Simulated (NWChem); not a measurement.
Species: SeCl3 cation; SMILES Cl[Se+](Cl)Cl

Computed with NWChem. Pople sets run with spherical d functions. Medium grid unless said otherwise, to which SCAN and Minnesota functionals are sensitive. Coordinates come from a B3LYP/6-31G* (spherical d) optimisation. Total energies of different functionals are on different scales.

| level | energy (Ha) | highest occupied level (eV) | orbital gap (eV) |
|---|---|---|---|
| B3LYP/6-31G* | -3781.5352 | -14.97 | 5.31 |
| PBE/6-31G* | -3780.5593 | -13.92 | 3.65 |
| r2SCAN/6-31G* | -3781.3607 | -14.34 | (withheld) |
| BP86/6-31G* | -3781.8789 | -14.02 | 3.63 |
| B97-D/6-31G* | -3782.7771 | -13.91 | 3.63 |
| BLYP/6-31G* | -3781.5077 | -13.70 | 3.58 |
| SCAN/6-31G* | -3781.7766 | -14.35 | 4.00 |
| KT2/6-31G* | -3801.0071 | -14.05 | 3.69 |

Question: Fill in the missing entries.

Answer: 
- r2SCAN/6-31G*, orbital gap (eV): 4.06
